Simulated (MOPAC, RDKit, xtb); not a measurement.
Complex: hydrogen isocyanide (SMILES [C-]#[NH+]) (first 3 atoms) with CH4O (SMILES CO); geometry from B3LYP-D3(BJ)/def2-TZVP, rigid monomers moved along the line of their centres of mass till H3···O5 is 3.14 Å.
(charge 0, multiplicity 1):
```xyz
9

C     -0.113    -0.629    -0.256
N     -0.137    -0.182     0.818
H     -0.167     0.199     1.766
C     -0.108    -0.108     5.789
O     -0.208     0.939     4.817
H      0.246     0.280     6.746
H      0.621    -0.819     5.405
H     -1.063    -0.619     5.928
H     -0.858     1.588     5.105
```

Monomers are frozen at their geometry in the pair; levels with a basis set take the counterpoise correction. RDKit's UFF carries no charges.

The state that PM3 reach isn't checked.

Codes used: MOPAC for PM3 (differences of heats of formation); RDKit for the force fields; xtb for the GFN methods. Each number belongs to the level named beside it.

**Question.** One of these levels gives -12.1 kJ/mol for the interaction energy. Name it.
(A) UFF
(B) GFN-FF
(C) PM3
(D) MMFF94

**Answer.** D, MMFF94. The others give -1.2 (UFF), -8.1 (GFN-FF), -5.9 (PM3)
